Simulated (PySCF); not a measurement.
Species: C₈H₁₆P (charge +1).
Numbering: `[CH3:1]/[CH:2]=[CH:3]\[P@@H+:4]([CH3:5])[CH:6]1[CH2:7][CH2:8][CH2:9]1`

Probes without a nucleus sit at each ring's centroid and 1 Å off its mean plane on both sides; NICS is minus the shielding there, NICSzz its component along the normal. Level: GIAO PBE0/pcSseg-1 (PySCF, non-relativistic, gas phase) on the GFN2-xTB geometry, one conformer.

Ring bond lengths (Å), with Mayer bond orders in brackets: C6–C7 1.542 (0.97), C7–C8 1.537 (1.04), C8–C9 1.537 (1.04), C9–C6 1.543 (0.96).

Task: Give the NICS values of each ring in ppm.

Result: 
```
       ring                                            type  NICS(0)  NICS(1), two faces  NICS(1)zz, two faces  rms pucker (Å)  centre to ring atoms, mean (Å)
C6–C7–C8–C9  4-membered carbocycle; formal bonds all single      0.8           0.2 / 0.1             3.9 / 6.6            0.07                            1.09
```

Task: What do they say, and how far can they be read as aromaticity?

Result: 
- C6–C7–C8–C9: mean NICS(1)zz 5.2 ppm, deshielded. C6, C7, C8, C9 have four or more neighbours, and the NICS criterion for π rings isn't applied.

Task: Give the inner angles of the rings and the Hirshfeld charges of the ring atoms.

Result: 
- C6–C7–C8–C9: C6 89.7° (-0.050 e), C7 89.1° (-0.056 e), C8 90.1° (-0.052 e), C9 89.0° (-0.056 e); sum 357.9° against 360° for a flat convex ring.

Task: What are the shieldings of the ring atoms and their hydrogens in the same run (means over atoms taken as equivalent)?

Result: 
```tsv
atoms	environment	σ isotropic (ppm)	principal values of the symmetric part, first atom (ppm)
C6	sp3 carbon bound to phosphorus	155.8	135.5, 164.5, 167.5
C7	four-membered-ring carbon	161.6	146.5, 155.4, 182.9
C8	four-membered-ring carbon	167.5	155.8, 164.9, 181.8
C9	four-membered-ring carbon	161.8	145.1, 156.3, 184.1
H on C6	methine hydrogen	28.53	25.0, 28.6, 32.1
H on C7	methylene hydrogen	28.96	24.9, 26.9, 35.1
H on C7	methylene hydrogen	29.37	25.0, 29.6, 33.6
H on C8	methylene hydrogen	29.23	25.4, 26.1, 36.2
H on C8	methylene hydrogen	28.98	25.6, 26.0, 35.3
H on C9	methylene hydrogen	28.97	24.8, 26.6, 35.4
H on C9	methylene hydrogen	29.52	25.9, 29.3, 33.3
```

Conformer computed: `[CH3:1]/[CH:2]=[CH:3]\[P@@H+:4]([CH3:5])[CH:6]1[CH2:7][CH2:8][CH2:9]1`: C2–C3–P4–C5 148°, C3–P4–C6–C7 72°.
